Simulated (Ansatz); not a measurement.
Species: C$_{4}$H$_{8}$Si, SMILES `[SiH2]=C1C[C@H]1C` (charge 0, multiplicity 1), formula C4H8Si.

Q: How many basis functions does frozen-core CCSD(T)/cc-pVTZ // B3LYP-D3(BJ)/def2-TZVP run with Ansatz (an electronic-structure program) use, how many core orbitals are frozen, and how many electrons are correlated?

A: 266 basis functions and 9 frozen orbitals, which leaves 28 correlated electrons. Core time is of the order of minutes.
